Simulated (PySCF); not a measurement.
**Orbital levels and atomic charges: C35H22O4**

System: C35H22O4 (non-fullerene acceptor piece), SMILES CC1(C)c2cc(C=C3C(=O)c4ccccc4C3=O)ccc2-c2ccc(C=C3C(=O)c4ccccc4C3=O)cc21.

Cartesian coordinates (Å):
```
  1 C    -0.1584   -0.5598   -1.3667
  2 C     0.0010   -0.0484    0.0682
  3 C     0.1474    1.4767    0.0775
  4 C    -1.1559   -0.5054    0.9257
  5 C    -2.4935   -0.2384    0.7646
  6 C    -3.4145   -0.7752    1.6783
  7 C    -4.8312   -0.5549    1.6084
  8 C    -5.6549   -0.0086    0.6780
  9 C    -7.1096    0.0327    0.9923
 10 O    -7.6288   -0.3285    2.0254
 11 C    -7.7789    0.5946   -0.1996
 12 C    -9.1212    0.8387   -0.4248
 13 C    -9.4918    1.3632   -1.6560
 14 C    -8.5419    1.6340   -2.6326
 15 C    -7.1927    1.3960   -2.4051
 16 C    -6.8196    0.8765   -1.1785
 17 C    -5.4602    0.5463   -0.6787
 18 O    -4.4299    0.7196   -1.2963
 19 C    -2.9418   -1.5682    2.7418
 20 C    -1.6020   -1.8487    2.8961
 21 C    -0.7014   -1.3160    1.9810
 22 C     0.7366   -1.4362    1.8827
 23 C     1.6527   -2.1149    2.6780
 24 C     2.9881   -2.0478    2.3473
 25 C     3.4415   -1.3014    1.2425
 26 C     4.8554   -1.2947    0.9953
 27 C     5.6626   -0.5887    0.1632
 28 C     5.4470    0.5096   -0.8031
 29 O     4.4084    1.0284   -1.1569
 30 C     6.7969    0.8835   -1.2965
 31 C     7.1502    1.8758   -2.1933
 32 C     8.4939    2.0234   -2.5109
 33 C     9.4577    1.1963   -1.9495
 34 C     9.1069    0.2025   -1.0455
 35 C     7.7701    0.0585   -0.7222
 36 C     7.1203   -0.8893    0.2078
 37 O     7.6547   -1.7438    0.8796
 38 C     2.5049   -0.6246    0.4450
 39 C     1.1717   -0.7007    0.7660
 40 H    -0.2340   -1.6452   -1.3752
 41 H     0.6970   -0.2655   -1.9688
 42 H    -1.0612   -0.1462   -1.8088
 43 H    -0.7172    1.9397   -0.3912
 44 H     0.2307    1.8435    1.0988
 45 H     1.0430    1.7661   -0.4670
 46 H    -2.8416    0.3726   -0.0510
 47 H    -5.3744   -0.9134    2.4824
 48 H    -9.8497    0.6214    0.3416
 49 H   -10.5333    1.5669   -1.8577
 50 H    -8.8609    2.0365   -3.5832
 51 H    -6.4486    1.6042   -3.1587
 52 H    -3.6554   -1.9748    3.4442
 53 H    -1.2592   -2.4649    3.7136
 54 H     1.3258   -2.6822    3.5366
 55 H     3.7132   -2.5680    2.9566
 56 H     5.4135   -1.9945    1.6168
 57 H     6.3959    2.5135   -2.6282
 58 H     8.7973    2.7926   -3.2059
 59 H    10.4948    1.3293   -2.2208
 60 H     9.8471   -0.4455   -0.6014
 61 H     2.8374   -0.0476   -0.4011
```

Method: wB97X-D/def2-SVP, gas phase, PySCF, fitting set def2-universal-JFIT up to Ne and JKFIT beyond, grid level 1.

Question: Give the orbital energies near the gap.

Answer: 
```tsv
orbital	eV
HOMO-4	-9.20
HOMO-3	-9.15
HOMO-2	-9.12
HOMO-1	-9.10
HOMO	-7.90
LUMO	-1.53
LUMO+1	-0.79
LUMO+2	-0.43
LUMO+3	-0.42
```

Question: Give the partial charges of the non-hydrogen atoms.

Answer: 
```
atom  Mulliken    IAO  Hirshfeld
  C1      0.07  -0.39      -0.11
  C2     -0.25   0.03       0.03
  C3      0.06  -0.39      -0.11
  C4      0.03   0.01       0.01
  C5     -0.05  -0.13      -0.04
  C6      0.04  -0.02       0.00
  C7      0.01  -0.04       0.01
  C8     -0.21  -0.16      -0.05
  C9      0.20   0.36       0.14
 O10     -0.19  -0.42      -0.24
 C11     -0.03  -0.05      -0.01
 C12     -0.02  -0.12      -0.03
 C13      0.01  -0.13      -0.03
 C14      0.01  -0.13      -0.03
 C15     -0.03  -0.12      -0.03
 C16     -0.05  -0.04      -0.01
 C17      0.26   0.36       0.15
 O18     -0.20  -0.42      -0.22
 C19     -0.02  -0.12      -0.03
 C20     -0.05  -0.15      -0.05
 C21      0.07   0.01       0.01
 C22      0.07   0.01       0.01
 C23     -0.05  -0.15      -0.05
 C24     -0.02  -0.12      -0.03
 C25      0.04  -0.02       0.00
 C26      0.01  -0.04       0.01
 C27     -0.21  -0.16      -0.05
 C28      0.26   0.36       0.15
 O29     -0.20  -0.42      -0.22
 C30     -0.05  -0.04      -0.01
 C31     -0.03  -0.12      -0.03
 C32      0.01  -0.13      -0.03
 C33      0.01  -0.13      -0.03
 C34     -0.02  -0.12      -0.03
 C35     -0.02  -0.05      -0.01
 C36      0.20   0.36       0.14
 O37     -0.19  -0.42      -0.24
 C38     -0.05  -0.13      -0.04
 C39      0.03   0.02       0.01
```
